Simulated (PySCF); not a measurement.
Start geometry of `FBC1=C(F)C1` from a GFN2-xTB structure with every atom displaced at random (by about 0.01 Å) (Å):
```
atom  x, y, z in Å
F1     2.4824    0.6445   -0.0549
B2     1.6611   -0.3806    0.0455
C3     0.1434   -0.1712    0.0077
C4    -1.0299   -0.6251    0.0557
F5    -1.8906   -1.6471    0.1539
C6    -1.0167    0.8358   -0.1011
H7     2.1807   -1.4310    0.1631
H8    -1.2329    1.4767    0.7377
H9    -1.2396    1.2809   -1.0413
```

Task: What comes out of this run: PBE0-D3(BJ)/def2-SVP geometry optimisation, gas phase (PySCF)?

Result: 
```
atom  x, y, z in Å
F1     2.4151    0.8080   -0.2401
B2     1.6968   -0.2836   -0.0306
C3     0.1750   -0.1811    0.0146
C4    -1.0249   -0.6702    0.1415
F5    -1.7612   -1.7222    0.3304
C6    -1.0734    0.7638   -0.0781
H7     2.2829   -1.3298    0.1191
H8    -1.2867    1.4457    0.7592
H9    -1.3670    1.1641   -1.0606
```

The energy falls by 18.7 kJ/mol over 12 energy and gradient evaluations, the largest force component goes from 0.0902 to 2.2e-04 Eh/bohr, and the atoms move by 0.030 Å rms after alignment. Among the bonds, C3=C4 and C4–F5 change most and about equally (-0.042 to +0.043 Å). Bonds longer at the end by more than 0.005 Å: 6 of 9; shorter: 3. Among the angles that change most is C3–C4–F5, from 151.2° to 147.3°. Rotational constants go from 10238, 1819, 1560 to 10238, 1825, 1565 MHz. The orientation of the end geometry is arbitrary; only internal coordinates are fixed.

The run used 99 basis functions and 81 SCF cycles in all. Time: 39 s wall; peak memory 0.40 GiB. Hardware: an Arm Neoverse V1 with one thread, no GPU, shared host with 32 logical CPUs at a one-minute load of 29.

Whether it is a minimum is left open (no frequencies). The numbers are those of one conformer.
